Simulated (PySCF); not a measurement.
A GIAO shielding run with PySCF (density fitting, non-relativistic, gas phase) on `COC([SiH3])([SiH3])CCF`, C4H13FOSi2:

```
$ OMP_NUM_THREADS=1 python probes_run.py task.json out

{"job": {"kind": "nmr", "xc": "PBE0", "basis": "pcSseg-1"}, "charge": 0, "multiplicity": 1}
C     -0.972783     1.940244    -0.598130
O     -0.379969     0.745647    -1.035690
C     -0.233643    -0.318896    -0.076491
Si     0.282704    -1.712940    -1.294080
Si    -1.880029    -0.747732     0.823460
C      0.837992     0.007436     0.972464
C      2.164762     0.420079     0.353458
F      3.037704     0.840310     1.332016
H     -0.933555     2.624446    -1.445531
H     -2.018784     1.790200    -0.305955
H     -0.432863     2.386202     0.243290
H      1.300799    -1.206576    -2.209851
H      0.789627    -2.858700    -0.532329
H     -0.903815    -2.101925    -2.051989
H     -2.968269    -0.766137    -0.151412
H     -2.167149     0.236883     1.872731
H     -1.709285    -2.056759     1.449359
H      0.505413     0.822204     1.623758
H      0.987814    -0.871867     1.602236
H      2.648226    -0.414363    -0.162682
H      2.036185     1.259186    -0.336549
```

Hardware: 1 thread of an Arm Neoverse N1, shared host. The job also computes population analyses, field gradients.

(1) How large is the calculation?

(2) How long does it take, and how much memory does it need?

## Answers

(1) 82 electrons, 215 basis functions and 1162 auxiliary functions.

(2) 71 s of wall time, with 14 SCF cycles and 4 response iterations; peak memory 1 GiB. Times on a shared host scatter by some tens of per cent.
